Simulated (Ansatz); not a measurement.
```yaml
crystal:
  periodic: [false, false, false]
  atoms:
    - {symbol: O, position_ang: [-0.173906, 0.178144, -1.384959]}
    - {symbol: Si, position_ang: [-0.301622, -0.440965, -0.496566]}
    - {symbol: Si, position_ang: [-0.045143, 0.294880, 0.886624]}
    - {symbol: Cl, position_ang: [0.596209, -1.569545, -0.508523]}
    - {symbol: H, position_ang: [-0.058380, -0.052398, -1.993691]}
    - {symbol: H, position_ang: [-0.775436, 1.089508, 0.947684]}
    - {symbol: H, position_ang: [0.897097, 0.660308, 0.782378]}
    - {symbol: H, position_ang: [-0.142452, -0.270254, 1.682420]}
basis:
  gaussian: {orbitals: "6-31G*", fitting: {mean_field: cc-pVTZ-jkfit}, point_charges: [{charge: -1.00, position_ang: [5.854, -0.605, 0.416]}]}
magnetization: {spin_polarized: true, initial_magnetization: 1}
hamiltonian: {xc: {name: r2SCAN}}
correlation: {method: rpa}
accuracy: high
scf: {lower_state_search: full}
```

```sh
$ ansatz run in.yaml --threads 4 --pin off --events-out ev --progress --plain --max-ram 10444MiB
```

It prints (some lines left out):

```
Functional definition: r2SCAN
562 factors; integrals over basis functions are off by at most 1.3e-1 eV
mean field evaluation 1: about -30313.8678 eV, gradient 6.3e1 eV
mean field evaluation 2: about -30313.8600 eV, gradient 6.3e1 eV
mean field evaluation 4: about -30329.6134 eV, gradient 6.5e0 eV
mean field evaluation 8: about -30329.8590 eV, gradient 2.4e-1 eV
mean field evaluation 16: about -30329.8593 eV, gradient 4.8e-5 eV
mean field -30329.85928771 eV, -1114.6017705064 hartree, gradient 2.8e-8 eV, S^2 0.753389; 3 other end points of the search recorded, 0 dependent functions left out
16 core orbitals not correlated: weight in the atoms' cores, before any rotation towards them, 0.997 or more for the frozen orbitals, at most 0.001 for the correlated occupied ones
reference -30270.22762941 eV, -1112.4103474837 hartree; 13, 12 occupied and 51, 52 virtual orbitals, 562 factors
Total energy: -30289.37878670 eV, -1113.1141395330 hartree
```

In this input the geometry is squeezed to about two thirds of its size. The run converged. The result belongs to that input, not to the molecule as meant.
